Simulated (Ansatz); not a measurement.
Reaction (ligand exchange at the In–O bond): `[OH][In]([SH])[SH]` + HBr → `[SH][In]([SH])[Br]` + H₂O

Isolated molecules relaxed with PBE0-D4/def2-TZVP in Ansatz; ΔE leaves out vibrations. CCSD(T)/CBS is the MP2 limit (def2-TZVPP, def2-QZVPP) plus CCSD(T) − MP2 in def2-TZVPP, frozen cores. This one scheme is used for every species. DFT in def2-TZVPP. B3LYP here is the variant with VWN-RPA as its local correlation; programs differ in this. Elements past krypton have def2 core potentials. For Br, In outer-core shells are correlated without core-valence functions, which leaves a few kJ/mol of doubt a bond. Scalar relativity is left out up to krypton. Each species was taken in one conformer, which may not be the lowest.

`[OH][In]([SH])[SH]`:

Z-matrix (Å, degrees):
```
In
S 1 2.365
S 1 2.374 2 125.3
O 1 1.977 2 114.8 3 180.0
H 2 1.345 1 91.8 3 -180.0
H 3 1.344 1 93.1 2 -0.0
H 4 0.960 1 113.5 2 180.0
```

HBr:

Cartesian coordinates in Å:
```
Br 0.556 -0.379 0.227
H -0.556 0.379 -0.227
```

`[SH][In]([SH])[Br]`:

```xyz
6

S     1.678    0.782    1.560
In    0.255   -0.302    0.015
S    -1.739    0.640   -0.850
Br    0.896   -2.553   -0.737
H     0.904    1.880    1.611
H    -1.994   -0.447   -1.599
```

H₂O:

Cartesian coordinates in Å:
```
O 0.385 -0.051 0.016
H -0.276 -0.407 0.614
H -0.110 0.458 -0.629
```

Task: Is it downhill or uphill in electronic energy at CCSD(T)/CBS, and by how much? (Estimate.)

Result: Ansatz gave: Downhill: ΔE = -1.15 eV.

Task: What do these levels give: PBE-D4, BLYP-D4, B97M-V, PBE0-D4, B3LYP-D4, BHLYP-D4, CAM-B3LYP-D4, ωB97M-V, r2SCAN, PBE0, HF/def2-SVP, SCS-MP2/def2-QZVPP? (Estimate.)

Result: The calculation gave: PBE-D4 -1.09, BLYP-D4 -1.04, B97M-V -1.09, PBE0-D4 -1.20, B3LYP-D4 -1.13, BHLYP-D4 -1.25, CAM-B3LYP-D4 -1.09, ωB97M-V -1.13, r2SCAN -1.11, PBE0 -1.17, HF/def2-SVP -1.30, SCS-MP2/def2-QZVPP -1.13 eV.

Largest T1 diagnostic among the species: 0.015.

At CCSD(T), def2-SVP lies +0.05 eV from the extrapolated value and def2-TZVPP +0.04 eV. In def2-TZVPP, CCSD(T) changes the Hartree–Fock value by +0.20 eV (the triples alone add +0.02 eV) and MP2 by +0.15 eV. From PBE to PBE0 (25 % exact exchange), in def2-TZVPP and without D4, ΔE moves by −0.11 eV.
